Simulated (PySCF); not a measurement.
**Basis-set dependence of population analyses: `C/C(F)=C(/F)CF`**

C4H5F3.
Geometry (PBE0-D3(BJ)/def2-SVP, Å), atoms numbered from 1 in this order:
```
atom  x, y, z in Å
C1     1.350   -0.613    0.705
C2     0.731    0.648    0.233
F3     1.483    1.732    0.441
C4    -0.458    0.811   -0.356
F5    -0.833    2.034   -0.754
C6    -1.487   -0.227   -0.676
F7    -1.549   -1.217    0.271
H8     1.556   -0.549    1.785
H9     0.696   -1.472    0.527
H10    2.314   -0.768    0.195
H11   -1.303   -0.703   -1.656
H12   -2.459    0.291   -0.725
```

PBE0 throughout (PySCF), one geometry, spherical d and f functions. Isolated species at its PBE0-D3(BJ)/def2-SVP geometry (one conformer only). The first 7 of 9 kinds of atom are listed.

Mulliken charges (e):

```
        basis  functions      C1      C2      F3      C4      F5      C6      F7
       STO-3G         40  -0.256  +0.070  -0.077  +0.045  -0.078  -0.054  -0.106
        6-31G         73  -0.564  +0.321  -0.309  +0.223  -0.309  -0.043  -0.326
     pcSseg-0         73  -0.649  +0.254  -0.346  +0.173  -0.347  -0.013  -0.371
       6-31G*        108  -0.630  +0.368  -0.311  +0.261  -0.313  -0.043  -0.325
      cc-pVDZ        123  -0.051  +0.053  -0.170  +0.005  -0.173  +0.227  -0.226
     def2-SVP        123  -0.025  +0.076  -0.206  +0.017  -0.209  +0.294  -0.264
  aug-cc-pVDZ        206  +0.298  +0.342  -0.606  +0.530  -0.593  +0.798  -0.419
6-311+G(2d,p)        219  -0.576  +0.454  -0.298  +0.343  -0.314  -0.206  -0.243
    def2-TZVP        247  -0.371  +0.170  -0.181  +0.093  -0.182  +0.007  -0.220
      cc-pVTZ        280  -0.301  +0.156  -0.158  +0.088  -0.161  +0.085  -0.214
     IGLO-III        295  -0.402  +0.249  -0.233  +0.262  -0.245  -0.055  -0.261
     pcSseg-2        322  -0.052  +0.212  -0.254  +0.141  -0.259  +0.277  -0.300
```

IAO charges (e):

```csv
basis,functions,C1,C2,F3,C4,F5,C6,F7
STO-3G,40,-0.419,+0.092,-0.089,+0.057,-0.091,-0.118,-0.135
6-31G,73,-0.463,+0.239,-0.245,+0.175,-0.247,-0.020,-0.295
pcSseg-0,73,-0.458,+0.226,-0.231,+0.163,-0.235,-0.018,-0.289
6-31G*,108,-0.444,+0.256,-0.255,+0.193,-0.257,+0.019,-0.305
cc-pVDZ,123,-0.444,+0.256,-0.256,+0.193,-0.258,+0.017,-0.307
def2-SVP,123,-0.435,+0.256,-0.256,+0.193,-0.258,+0.022,-0.308
aug-cc-pVDZ,206,-0.450,+0.264,-0.269,+0.201,-0.270,+0.017,-0.319
"6-311+G(2d,p)",219,-0.452,+0.265,-0.269,+0.201,-0.271,+0.016,-0.320
def2-TZVP,247,-0.453,+0.266,-0.269,+0.202,-0.271,+0.019,-0.319
cc-pVTZ,280,-0.455,+0.265,-0.267,+0.201,-0.269,+0.018,-0.317
IGLO-III,295,-0.454,+0.266,-0.270,+0.202,-0.272,+0.017,-0.320
pcSseg-2,322,-0.453,+0.266,-0.270,+0.202,-0.271,+0.018,-0.320
```

Hirshfeld charges (e):

```
        basis  functions      C1      C2      F3      C4      F5      C6      F7
       STO-3G         40  -0.042  +0.025  -0.036  -0.001  -0.038  +0.064  -0.075
        6-31G         73  -0.103  +0.068  -0.090  +0.035  -0.092  +0.039  -0.112
     pcSseg-0         73  -0.109  +0.069  -0.083  +0.035  -0.085  +0.033  -0.103
       6-31G*        108  -0.103  +0.063  -0.082  +0.034  -0.084  +0.035  -0.102
      cc-pVDZ        123  -0.118  +0.058  -0.071  +0.029  -0.073  +0.020  -0.088
     def2-SVP        123  -0.121  +0.066  -0.078  +0.036  -0.080  +0.022  -0.094
  aug-cc-pVDZ        206  -0.129  +0.063  -0.082  +0.036  -0.083  +0.017  -0.098
6-311+G(2d,p)        219  -0.120  +0.061  -0.085  +0.035  -0.086  +0.022  -0.101
    def2-TZVP        247  -0.124  +0.063  -0.082  +0.036  -0.084  +0.019  -0.097
      cc-pVTZ        280  -0.126  +0.063  -0.079  +0.036  -0.080  +0.018  -0.093
     IGLO-III        295  -0.129  +0.064  -0.083  +0.037  -0.084  +0.017  -0.097
     pcSseg-2        322  -0.130  +0.066  -0.084  +0.039  -0.085  +0.016  -0.098
```

Question: Which scheme is steadiest as the basis changes?

Answer: Largest range over the bases for any column: Hirshfeld 0.09 e, IAO 0.19 e, Mulliken 1.00 e. Hirshfeld charges move least and Mulliken charges most, counted in e. Without the minimal STO-3G basis the ranges are Hirshfeld 0.03, IAO 0.04, Mulliken 1.00 e.

Question: How much do the charges still move between the two largest bases, IGLO-III and pcSseg-2?

Answer: At most, over all atoms: Mulliken 0.349 e, IAO 0.002 e, Hirshfeld 0.002 e.

Question: What do the same runs give for the total energy, the frontier levels and the dipole moment?

Answer: 
```tsv
basis	energy (Eh)	HOMO (eV)	LUMO (eV)	μ (D)
STO-3G	-448.2760	-3.56	3.86	0.78
6-31G	-454.3370	-6.98	0.34	2.01
pcSseg-0	-453.4003	-7.16	0.09	2.08
6-31G*	-454.4369	-6.68	0.64	1.60
cc-pVDZ	-454.4735	-6.81	0.47	1.65
def2-SVP	-454.1075	-6.94	0.35	1.75
aug-cc-pVDZ	-454.5120	-7.09	-0.18	1.81
6-311+G(2d,p)	-454.5985	-7.12	-0.02	1.84
def2-TZVP	-454.6424	-7.05	0.18	1.76
cc-pVTZ	-454.6201	-6.99	0.26	1.71
IGLO-III	-454.6504	-7.09	0.08	1.80
pcSseg-2	-454.6403	-7.10	0.06	1.82
```

The dipole is fixed by the density alone, so its range of 1.30 D shows that the density itself changes with the basis, not only its division among atoms.
